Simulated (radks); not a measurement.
Q: Ionisation of the ytterbium ion Yb2+, [Xe] 4f14, to [Xe] 4f13 as the strength of local exchange is varied. Calculated with a radial shooting solver on a logarithmic mesh with Libxc functionals: Dirac Kohn-Sham, Slater X-alpha exchange (alpha = 2/3 is LDA exchange), no correlation, spin-unpolarised, spherical densities, finite nucleus; Fermi nuclear charge, rms radius 5.3108 fm.

| alpha | E(Yb2+) (hartree) | exchange (hartree) | IE (eV) | -e of the level emptied (eV) | <r> of it (bohr) |
|---|---|---|---|---|---|
| 0.556 | -14011.7167 | -231.3248 | 22.134 | 13.254 (4f7/2) | 0.8177 |
| 0.667 | -14057.9849 | -278.5437 | 25.116 | 15.745 (4f7/2) | 0.7934 |
| 0.716 | -14078.4644 | -299.4955 | 26.502 | 16.928 (4f7/2) | 0.7838 |
| 0.864 | -14140.5233 | -363.1758 | 30.931 | 20.788 (4f7/2) | 0.7579 |
| 0.91 | -14159.8737 | -383.0895 | 32.379 | 22.069 (4f7/2) | 0.7506 |
| 0.959 | -14180.5181 | -404.3650 | 33.957 | 23.474 (4f7/2) | 0.7432 |
| 1.009 | -14201.6180 | -426.1415 | 35.605 | 24.949 (4f7/2) | 0.7359 |
| x | -14042.5430 | -262.7665 | 24.097 | 14.884 (4f7/2) | 0.8011 |

Which alpha was used in the last row?

A: alpha = 0.63. NIST Atomic Spectra Database: 25.05 eV (semi-empirical). The Delta-SCF value meets it near alpha = 0.66. Spin polarisation and multiplet splitting are left out, so open shells lie too high by an amount that depends on their filling. Sharing an open shell by 2j + 1 raises it above the true ground level by a part of the spin-orbit splitting, which enters the differences from NIST.

Beside tabulated values, note that spin-unpolarised runs miss the spin-polarisation part of the exchange energy of open shells.
